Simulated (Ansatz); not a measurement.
Reaction R1 → P1 + P2, each structure at its B3LYP-D3(BJ)/def2-TZVP stationary point, reached from a drawn start (curvature not checked).
R1: Cl3NbO (SMILES [O]=[Nb]([Cl])([Cl])[Cl]), charge 0, multiplicity 1.
P1, Cl2NbO (SMILES [O]=[Nb]([Cl])[Cl]) (charge 0, multiplicity 2):
```xyz
4

Nb     0.0721    -0.0003    -0.0039
O      1.7644    -0.0078    -0.0220
Cl    -0.9091     2.0914     0.0061
Cl    -0.9274    -2.0833     0.0198
```
P2: Cl atom, charge 0, multiplicity 2.

P less R. No zero-point or thermal terms; singlets are restricted closed shells; open shells are unrestricted; no spin–orbit coupling. The spin states of the d-block species are the ones drawn and need not be the lowest.

Cores are frozen in the correlated methods.

The values were computed with Ansatz (Gaussian orbitals). All values are computed, each at the level named. Elements past Kr take the def2 small-core potentials, without spin–orbit coupling.

Total energies in hartree:

```csv
structure,PBE/def2-TZVPP,B3LYP/def2-TZVPP,CCSD(T)/def2-QZVPP
R1,-1512.560684,-1513.221752,-1511.268101
P1,-1052.426281,-1052.893445,-1051.408583
P2,-459.958430,-460.167005,-459.695345
```

### Question
Work out the reaction energy at each level in eV (1 hartree = 27.21139 eV), and say how far PBE/def2-TZVPP lies from CCSD(T)/def2-QZVPP.

### Answer
- PBE/def2-TZVPP: (-1052.426281) + (-459.958430) − (-1512.560684) = 0.175973 hartree = 4.788 eV
- B3LYP/def2-TZVPP: (-1052.893445) + (-460.167005) − (-1513.221752) = 0.161302 hartree = 4.389 eV
- CCSD(T)/def2-QZVPP: (-1051.408583) + (-459.695345) − (-1511.268101) = 0.164173 hartree = 4.467 eV
PBE/def2-TZVPP less CCSD(T)/def2-QZVPP: 0.321 eV. CCSD(T)/def2-QZVPP is the level counted from, the highest shown, and no exact or measured value.

Ansatz is a program for electronic structure.
